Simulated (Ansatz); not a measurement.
Correlation energies of C3H5FOSi (`FCOC1=C[SiH2]1`) by basis set

Cartesian coordinates in Å:
```
F -1.838 -0.206 -1.652
C -0.683 0.522 -1.713
O 0.386 -0.236 -1.263
C 0.502 -0.331 0.070
C 1.291 -1.012 0.894
Si 0.117 0.033 1.797
H -0.819 1.414 -1.093
H -0.483 0.764 -2.757
H 2.090 -1.736 0.816
H 0.526 1.308 2.439
H -1.089 -0.519 2.462
```

Total charge 0; spin multiplicity 1. All single points use the PBE0-D4/def2-TZVP geometry. It is one conformer, not always the lowest. Frozen core, restricted reference, Ansatz 0.2.0. CBS rows extrapolate triple and quadruple zeta; past MP2 they add the triple-zeta difference.

```tsv
basis	HF (Eh)	MP2 corr.	CCSD corr.	(T)	CCSD(T) total
def2-TZVPP	-579.79360	?	-1.10809	-0.04650	?
def2-QZVPP	?	-1.15784	–	–	–
CBS(def2)	-579.81844	?	?	as TZ	?
```

Fill in the withheld values. (An estimate is asked.)

Computed: def2-TZVPP MP2 corr.: -1.07532; def2-TZVPP CCSD(T) total: -580.94819; def2-QZVPP HF (Eh): -579.81544; CBS(def2) MP2 corr.: -1.21897; CBS(def2) CCSD corr.: -1.25173; CBS(def2) CCSD(T) total: -581.11667.
